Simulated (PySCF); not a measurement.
C₂H₆AlB (calculated)

All values are calculated (PySCF 2.14.0). Calculation on a computer-drawn molecule: the log of a Hartree-Fock and frozen-core CCSD(T) single point meant for a local Hartree-Fock minimum, with one planted fault or none, to be diagnosed. Offsets are logged minus clean, where the clean run is the same molecule without the fault. The reference is restricted for singlets and unrestricted otherwise, and also for a bond in bohr or an excited solution. Adding or removing an electron swaps singlet and doublet. The excited solution moves the top pair (singlet) or top alpha electron (doublet) to the lowest empty orbital. Highest occupied and lowest empty are orbital energies over both spins, largest force is the largest gradient component, triples share is (T) over the correlation energy, the T1 limit is 0.02 restricted and 0.045 unrestricted, electrons count all cores, a negative frequency is imaginary (commonest isotopes), and the dipole is about the centre of nuclear charge.

Entry: C₂H₆AlB

Logged structure:
```xyz
10
C2H6AlB
B     -0.2036    -0.9518    -0.0442
C      0.9252     0.0194     0.4576
C      0.4980     1.2162     1.3352
Al    -0.3923     0.8588     3.1090
H     -1.2781    -1.0066     0.5034
H     -0.0017    -1.7084    -0.9567
H      1.5876    -0.6623     1.0258
H      1.5507     0.3311    -0.3879
H      1.3733     1.8499     1.5589
H     -0.1742     1.8722     0.7570
```

* meant charge: 0
* meant multiplicity: 1
* meant basis: cc-pV(D+d)Z
* logged electrons: 37
* logged basis functions: 95
* logged SCF converged: yes
* logged spin squared: 0.8831
* logged highest occupied: 0.23407 eV
* logged lowest empty: 5.9787 eV
* logged largest force: 0.017253 hartree/bohr
* logged T1 diagnostic: 0.058635
* logged D1 diagnostic: 0.32835
* logged triples share: 0.030931
* logged CC converged: yes
* logged dipole magnitude: 7.8761 debye
* logged SCF stable within its kind: yes
* logged energy HF: -345.75491 hartree
* logged energy CCSD(T): -346.25417 hartree
* possible faults: no fault, one electron removed, one electron added, multiplicity raised by two, geometry at a saddle point, SCF held on an excited solution, minimal basis STO-3G, one bond length entered in bohr, all coordinates scaled
* planted fault: one electron added
* HF energy offset from clean run: 16.95 kcal/mol
* CCSD(T) energy offset from clean run: 10.13 kcal/mol

Drawn bonds:
```csv
atom,other atom,order
1,2,1
2,3,1
3,4,1
1,5,1
1,6,1
2,7,1
2,8,1
3,9,1
3,10,1
```

Notes: T1 above single-reference limit; highest electron not bound in this basis.
